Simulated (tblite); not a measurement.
A tight-binding relaxation on `BOB/C=[CH]/[GeH2][CH]=C`.

Computed with GFN2-xTB geometry optimisation, gas phase (tblite 0.8.0). Start geometry: from a force field or distance geometry. A driver script takes a list of jobs; this job's settings line and coordinates (Å) are shown.

Command:
```bash
OMP_NUM_THREADS=1 python probes_run.py task.json out
```

Input:
```
{"job": {"kind": "relax", "xc": "GFN2-xTB", "basis": "xTB"}, "charge": 0, "multiplicity": 1}
B      4.048000     0.540200    -0.316000
O      3.180700    -0.174800    -1.285800
B      2.303500    -1.073100    -0.498400
C      1.146600    -0.331900     0.295600
C     -0.050800    -0.354300    -0.263700
Ge    -1.473100     0.535600     0.697300
C     -3.048100     0.591100    -0.401700
C     -4.118100    -0.046800     0.110800
H      3.911900     0.230000     0.825600
H      5.178800     0.652600    -0.648000
H      2.725800    -2.110200    -0.175200
H      1.333700     0.133300     1.263200
H     -0.244700    -0.821400    -1.207900
H     -1.692000    -0.275600     1.989400
H     -1.115400     2.036800     1.010400
H     -3.088100     1.094100    -1.345600
H     -3.940100    -0.514600     1.091000
H     -5.067200    -0.104700    -0.401900
```

Output:
```
step      E/eV     max force
  0    -599.60166    3.847
  1    -600.15571    2.459
  2    -600.34776    5.135
  3    -600.58215    0.985
  4    -600.66814    0.769
  5    -600.80510    0.687
  6    -600.84850    0.625
  7    -600.93622    1.022
  8    -601.02762    1.130
  9    -601.15428    1.100
... (123 lines left out)
133    -601.94961    0.022
134    -601.94969    0.031
135    -601.94977    0.022
136    -601.94984    0.017
137    -601.94988    0.013
138    -601.94991    0.012
139    -601.94994    0.017
140    -601.94998    0.014
141    -601.95001    0.012
142    -601.95003    0.009
```

«max force» is the largest atomic force in eV/Å.

Task: From which step on does the largest force stay under 0.1 eV/Å, and how much energy is left to gain from there?

Result: From step 84 (0.076 eV/Å), 17.0 meV above the end.

Main results: energy lowered by 54.2 kcal/mol over 142 steps; largest atomic force 0.009 eV/Å at the end.

Task: Where do the atoms end?

Result: 0.710 Å rms from the input after alignment:
```
atom  x, y, z in Å
B1     4.7450    0.1751   -0.1563
O2     3.5582   -0.2959   -0.3675
B3     2.3530   -0.7570   -0.5431
C4     1.1192    0.0132    0.0491
C5    -0.1290   -0.4585    0.0691
Ge6   -1.6578    0.4634    0.8619
C7    -3.2143    0.4680   -0.3179
C8    -4.3710   -0.1010   -0.0206
H9     5.3373   -0.1506    0.8125
H10    5.2265    0.9185   -0.9377
H11    2.2013   -1.7647   -1.1404
H12    1.2919    0.9883    0.4972
H13   -0.3220   -1.4299   -0.3720
H14   -2.0669   -0.1973    2.1525
H15   -1.2411    1.8710    1.2004
H16   -3.0999    0.9578   -1.2775
H17   -4.5237   -0.6005    0.9237
H18   -5.2154   -0.0935   -0.6942
```

The run took 1.1 s on Arm Neoverse V1, one thread, shared host with 32 logical CPUs at a one-minute load of 25.
Labels such as C1 count atoms from 1, the log's own numbers from 0.
